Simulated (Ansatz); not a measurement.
Basis-set extrapolation for C$_{8}$H$_{14}$O$_{2}$ (`CCCC(C(C)=O)C(C)=O`) (PBE0-D4/def2-TZVP geometry, frozen core, Ansatz). Multiplicity 1, RHF reference.

```csv
,def2-TZVPP,def2-QZVPP
HF,-461.007213,-461.028075
MP2 correlation,-1.813734,-1.935211
CCSD(T) correlation,-1.962441,not run
```

Energies in hartree. Use E(X) = E(∞) + A·exp(−7.88·√X) for Hartree–Fock and E(X) = E(∞) + B·X^(−2.97) for correlation, with X = 3 and 4, and add CCSD(T) minus MP2 of the smaller set to the MP2 limit.

Question: What is the CCSD(T) energy at the basis-set limit?

Answer: HF limit: -461.028075 + (-0.020862) × 0.13774 = -461.03095. MP2 limit: -1.935211 + (-0.121477) × 0.74074 = -2.02519. Higher-order term: -1.962441 − (-1.813734) = -0.14871. Total: -463.20485 hartree, 147.6 kcal/mol below CCSD(T)/def2-TZVPP.
